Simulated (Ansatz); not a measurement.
C4H7B, SMILES `C#CBCC` from Hartree–Fock to CCSD(T)

Cartesian coordinates in Å:
```
C 1.1064 0.4021 2.9732
C 0.9198 0.4033 1.7789
B 0.6912 0.3935 0.2829
C -0.6426 -0.1235 -0.3319
C -0.6335 -0.4568 -1.8177
H 1.2751 0.4029 4.0255
H 1.5561 0.8437 -0.4158
H -1.3398 0.7128 -0.1407
H -1.0568 -0.9436 0.2651
H -0.2643 0.3850 -2.4084
H -1.6306 -0.7112 -2.1849
H 0.0191 -1.3082 -2.0261
```

Total charge 0; spin multiplicity 1. The geometry is a stationary point of PBE0-D4/def2-TZVP. It is one conformer, not always the lowest. Frozen core, restricted reference, Ansatz. CBS rows extrapolate triple and quadruple zeta; past MP2 they add the triple-zeta difference.

```csv
basis,HF (Eh),MP2 corr.,CCSD corr.,(T),CCSD(T) total
def2-SVP,-180.04099,-0.61498,-0.66783,?,?
def2-TZVPP,?,?,-0.78943,-0.03559,?
def2-QZVPP,?,-0.79364,–,–,–
CBS(def2),-180.24957,-0.82862,-0.87162,as TZ,-181.15678
```

Problem. Fill in the withheld values. (Best estimate.)

Solution. Computed: def2-SVP (T): -0.02403; def2-SVP CCSD(T) total: -180.73285; def2-TZVPP HF (Eh): -180.24040; def2-TZVPP MP2 corr.: -0.74642; def2-TZVPP CCSD(T) total: -181.06542; def2-QZVPP HF (Eh): -180.24846.
